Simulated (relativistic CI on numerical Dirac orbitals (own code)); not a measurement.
**Cs X: computed level list**

Calculated at this level of theory: Dirac-Coulomb-Breit CI, KLI orbitals optimised for each configuration, a model potential for QED, valence Slater integrals scaled by 0.9, P86 correlation estimate, and configurations built on the next ion tied to the tabulated ionisation energy (semi-empirical) (own radial code, finite nucleus).

Configurations in the expansion (outside the closed core [Ar] 3d10): 4s2 4p6 4d10, 4s2 4p6 4d9 5s, 4s2 4p6 4d9 5p, 4s2 4p6 4d9 5d, 4s2 4p6 4d9 6s, 4s2 4p6 4d9 4f, 4s2 4p6 4d9 5f, 4s2 4p6 4d8 4f2, 4s2 4p6 4d8 5s2, 4s2 4p5 4d10 4f, 4s2 4p6 4d8 5s 5p, 4s2 4p6 4d8 4f 5s, 4s2 4p6 4d8 5p2, 4s2 4p6 4d8 4f 5p, 4s2 4p6 4d9 6p, 4s 4p6 4d10 4f, 4s2 4p6 4d9 6d, 4s2 4p5 4d10 5s, 4s2 4p6 4d9 5g, 4s2 4p4 4d10 4f2, 4s2 4p5 4d9 5s2, 4s2 4p6 4d9 6f, 4s2 4p5 4d10 5p, 4s2 4p5 4d9 5s 5p. Levels of other configurations are missing.

```tsv
No.	Configuration	Term	J	E (cm⁻¹)	%	Landé g
1	4s2 4p6 4d10	1S	0	0	98	
2	4s2 4p6 4d9 5s	3D	3	563434	99	1.333
3	4s2 4p6 4d9 5s	3D	2	567061	58	1.097
4	4s2 4p6 4d9 5s	3D	1	582308	99	0.497
5	4s2 4p6 4d9 5s	1D	2	585749	58	1.068
6	4s2 4p6 4d9 5p	3P°	2	700687	75	1.402
7	4s2 4p6 4d9 5p	3F°	3	704534	53	1.087
8	4s2 4p6 4d9 5p	3F°	2	720796	87	0.741
9	4s2 4p6 4d9 5p	3P°	1	722608	76	1.262
10	4s2 4p6 4d9 5p	3F°	4	725535	99	1.250
11	4s2 4p6 4d9 5p	1D°	2	732042	65	1.108
12	4s2 4p6 4d9 5p	1P°	1	733672	85	0.973
13	4s2 4p6 4d9 5p	3D°	3	735094	72	1.241
14	4s2 4p6 4d9 5p	3P°	0	738103	97	
15	4s2 4p6 4d9 4f	3P°	0	743240	97	
16	4s2 4p6 4d9 4f	3P°	1	746204	98	1.478
17	4s2 4p6 4d9 5p	3F°	3	747356	47	1.086
18	4s2 4p6 4d9 5p	3D°	1	749707	66	0.762
19	4s2 4p6 4d9 4f	3P°	2	752263	84	1.438
20	4s2 4p6 4d9 5p	3D°	2	753222	54	1.109
21	4s2 4p6 4d9 4f	3H°	6	762520	100	1.166
22	4s2 4p6 4d9 4f	3H°	5	766134	80	1.028
23	4s2 4p6 4d9 4f	3F°	2	774608	38	0.915
24	4s2 4p6 4d9 4f	3H°	4	775052	83	0.839
25	4s2 4p6 4d9 4f	3D°	3	775211	49	1.199
26	4s2 4p6 4d9 4f	3F°	4	777489	89	1.223
27	4s2 4p6 4d9 4f	3D°	1	782150	97	0.521
28	4s2 4p6 4d9 4f	1H°	5	782998	52	1.083
29	4s2 4p6 4d9 4f	3D°	2	785157	51	1.127
30	4s2 4p6 4d9 4f	3D°	3	785915	42	1.135
31	4s2 4p6 4d9 4f	1G°	4	791127	48	0.984
32	4s2 4p6 4d9 4f	3F°	2	792977	61	0.823
33	4s2 4p6 4d9 4f	3G°	5	794182	58	1.120
34	4s2 4p6 4d9 4f	3G°	3	801044	72	0.851
35	4s2 4p6 4d9 4f	3G°	4	803762	50	1.050
36	4s2 4p6 4d9 4f	1F°	3	813415	82	0.979
37	4s2 4p6 4d9 5d	3S	1	926850	79	1.886
38	4s2 4p6 4d9 5d	3G	4	935306	55	1.033
39	4s2 4p6 4d9 5d	3P	2	937006	54	1.329
40	4s2 4p6 4d9 5d	1P	1	938048	54	1.009
41	4s2 4p6 4d9 5d	3G	5	938069	100	1.200
42	4s2 4p6 4d9 5d	3D	3	940034	49	1.167
43	4s2 4p6 4d9 5d	1F	3	943441	39	1.089
44	4s2 4p6 4d9 5d	1D	2	944150	46	1.105
45	4s2 4p6 4d9 5d	3F	4	945427	76	1.194
46	4s2 4p6 4d9 5d	3P	0	947183	98	
47	4s2 4p6 4d9 5d	1P	1	952794	43	1.214
48	4s2 4p6 4d9 5d	3G	3	954377	72	0.823
49	4s2 4p6 4d9 4f	1P°	1	954492	91	1.000
50	4s2 4p6 4d9 5d	3D	1	957335	62	0.890
51	4s2 4p6 4d9 5d	3G	4	959244	40	1.072
52	4s2 4p6 4d9 5d	1D	2	960865	53	1.017
53	4s2 4p6 4d9 5d	3F	2	962016	61	0.880
54	4s2 4p6 4d9 5d	3F	3	964403	53	1.085
55	4s2 4p6 4d9 5d	1S	0	1005319	95	
56	4s2 4p6 4d9 6s	3D	3	1076303	100	1.333
57	4s2 4p6 4d9 6s	1D	2	1077468	55	1.074
58	4s2 4p6 4d9 6s	3D	1	1095257	100	0.497
59	4s2 4p6 4d9 6s	3D	2	1096104	55	1.090
60	4s2 4p6 4d9 6p	3P°	2	1134218	73	1.393
61	4s2 4p6 4d9 6p	3F°	3	1135544	50	1.087
62	4s2 4p6 4d9 6p	3F°	4	1144481	100	1.250
63	4s2 4p6 4d9 6p	3P°	1	1145546	48	1.194
64	4s2 4p6 4d9 6p	1D°	2	1146412	44	1.097
65	4s2 4p6 4d9 6p	3D°	3	1148265	77	1.256
66	4s2 4p6 4d8 5s2‡	3F	4	1151872	95	1.241
67	4s2 4p6 4d9 6p	3F°	2	1154154	74	0.753
68	4s2 4p6 4d9 6p	1P°	1	1155715	53	0.987
69	4s2 4p6 4d9 6p	3P°	0	1160780	88	
70	4s2 4p6 4d9 5f	3P°	0	1163065	88
```

Energies count from the lowest computed level; ° marks odd parity. ‡ marks configurations that were not tied to measured data.

The mean weight of the leading LS term, summed over parents, in these 70 levels is 71 %, and that of the leading jj configuration (from the same eigenvectors) 82 %, so jj coupling describes them better and the LS labels are nominal.

Configurations that consist of the next ion and one excited electron were tied to the tabulated ionisation energy; Rydberg ones are usually within 1,000 to 3,000 cm⁻¹ and the lowest ones within about 6,000 (9,000 in d shells), while levels on excited terms of the next ion carry the error of that term, and the other configurations can be misplaced by 10,000 cm⁻¹ or more. Rates follow the energies as ν³ (E1, M1) or ν⁵ (E2), so rates, branching and lifetimes can be off by large factors. Levels and lines within the n = 5 or 6 shells can be off by up to 10 % or somewhat more, and those that change n by about 2 %, since core polarisation is missing. Levels that differ in their count of f electrons can be misplaced by several ten thousand cm⁻¹, since the correlation energy of f electrons is missing or only estimated; rates across such gaps can be off by orders of magnitude.

LS names give the leading component of a level, which can be under half, so a name can repeat, a term be missing and a line seem to break the LS rules.
